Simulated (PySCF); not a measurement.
**Highest orbital energy against ionisation energy along the second row**

Calculated with PySCF 2.14, no spin-orbit coupling. Each cell gives −ε(HOMO) / ΔSCF in eV; NIST values include spin-orbit coupling, (s) semi-empirical, (t) theoretical.

```json
{"species": "Be+ (aug-cc-pVQZ-DK, spin-free X2C)", "UHF": "18.132 / 18.129", "LDA": "14.297 / 18.251", "PBE": "14.461 / 18.492", "PBE0": "15.475 / 18.455", "r2SCAN": "14.590 / 18.184", "NIST (lowest levels)": "18.211"}
{"species": "B+ (aug-cc-pVQZ-DK, spin-free X2C)", "UHF": "23.784 / 23.450", "LDA": "19.410 / 24.557", "PBE": "19.507 / 24.609", "PBE0": "20.797 / 24.566", "r2SCAN": "19.736 / 24.271", "NIST (lowest levels)": "25.155"}
{"species": "C+ (aug-cc-pVQZ-DK, spin-free X2C)", "UHF": "24.873 / 24.166", "LDA": "17.803 / 24.767", "PBE": "17.950 / 24.849", "PBE0": "19.790 / 24.831", "r2SCAN": "18.647 / 25.002", "NIST (lowest levels)": "24.383"}
{"species": "N+ (aug-cc-pVQZ-DK, spin-free X2C)", "UHF": "30.372 / 29.199", "LDA": "22.000 / 30.052", "PBE": "22.016 / 29.894", "PBE0": "24.236 / 29.904", "r2SCAN": "22.793 / 30.128", "NIST (lowest levels)": "29.601 (s)"}
{"species": "O+ (aug-cc-pVQZ-DK, spin-free X2C)", "UHF": "36.198 / 34.565", "LDA": "26.434 / 35.577", "PBE": "26.358 / 35.267", "PBE0": "28.966 / 35.301", "r2SCAN": "27.287 / 35.470", "NIST (lowest levels)": "35.121"}
{"species": "F+ (aug-cc-pVQZ-DK, spin-free X2C)", "UHF": "35.646 / 33.381", "LDA": "26.174 / 35.267", "PBE": "26.449 / 35.415", "PBE0": "29.028 / 35.244", "r2SCAN": "27.042 / 35.103", "NIST (lowest levels)": "34.971"}
{"species": "Ne+ (aug-cc-pVQZ-DK, spin-free X2C)", "UHF": "42.083 / 39.249", "LDA": "31.232 / 41.425", "PBE": "31.233 / 41.126", "PBE0": "34.212 / 40.988", "r2SCAN": "32.019 / 41.116", "NIST (lowest levels)": "40.963"}
```

Question: How far is −ε(HOMO) from ΔSCF on average for each method, and why?

Answer: UHF 1.28 eV; LDA -7.51 eV; PBE -7.38 eV; PBE0 -5.26 eV; r2SCAN -6.74 eV. Hartree-Fock orbital energies lack relaxation and so exceed the ΔSCF value; semilocal functionals have convex E(N) from self-interaction, so their HOMO lies far too high; exact exchange moves hybrids part of the way back.
